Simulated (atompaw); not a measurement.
antimony: one change to a PAW (atompaw) potential, before and after

antimony (Sb), PAW, made with atompaw 4.2.0.5 (PBEsol, scalar-relativistic). Core [Ar] 3d10, reference 4s2 4p6 4d10 5s2 5p3. Waves: 4s (bound): rc 1.50 bohr; 5s (bound): rc 1.60 bohr; 4p (bound): rc 1.10 bohr; 5p (bound): rc 1.60 bohr; 4d (bound): rc 1.60 bohr; 4d channel at -2.05 Ry: rc 1.25 bohr. Local part: bessel scheme, radius 1.10 bohr. Core correction: smooth core density matched at 1.00 bohr. Augmentation charge: gaussian compensation charge, radius 1.20 bohr; PAW radius 1.60 bohr; waves and projectors: custom polynom vanderbiltortho.

All-electron outer shells of the reference configuration (PBEsol, scalar-relativistic, ld1.x):

| shell | level (eV) | outermost node (bohr) | outermost maximum (bohr) |
| --- | --- | --- | --- |
| 3p | -750.06 | 0.13 | 0.29 |
| 3d | -515.82 | – | 0.24 |
| 4s | -148.62 | 0.39 | 0.73 |
| 4p | -101.63 | 0.39 | 0.76 |
| 4d | -33.45 | 0.38 | 0.84 |
| 5s | -12.88 | 0.95 | 1.90 |
| 5p | -4.84 | 1.04 | 2.35 |

Change: wave 4p (bound): rc 1.10 bohr becomes 4p (bound): rc 1.42 bohr.

Cutoffs: the cutoffs (Ry, on a coarse ladder) from which the occupation-weighted sum of valence levels, in a spherical-Bessel basis at the reference potential, stays within 10 and 1 mRy of its value at 400 Ry; they do not see the model core or the augmentation charge, which bear on the density cutoff.

**Question.** What does the change do?

**Answer.** The potential gets neither clearly harder nor softer (80 Ry and 110 Ry → 70 Ry and 110 Ry); the range in which the p phases agree narrows (upper end at the end of the scan → 2.7); neither file shows a bound ghost.

| quantity | base | changed |
| --- | --- | --- |
| cutoff, loose | 80 Ry | 70 Ry |
| cutoff, tight | 110 Ry | 110 Ry |
| loose cutoff by channel (10 mRy a level) | s 25 Ry, p 50 Ry, d 35 Ry | s 25 Ry, p 35 Ry, d 35 Ry |
| bound ghosts | none | none |
| s: phases at 1.60 bohr within 0.05 rad from the reference energy up to (Ry; the scan ends near 5) | to the end of the scan | to the end of the scan |
| p: phases at 1.60 bohr within 0.05 rad from the reference energy up to (Ry; the scan ends near 5) | to the end of the scan | 2.7 |
| d: phases at 1.60 bohr within 0.05 rad from the reference energy up to (Ry; the scan ends near 5) | 3.1 | 3.1 |
| lowest overlap eigenvalue by channel | s 0.78, p 0.55, d 0.00 | s 0.78, p 0.75, d 0.00 |

 The cutoffs see the waves, projectors and local potential, not the compensation charge or the core.
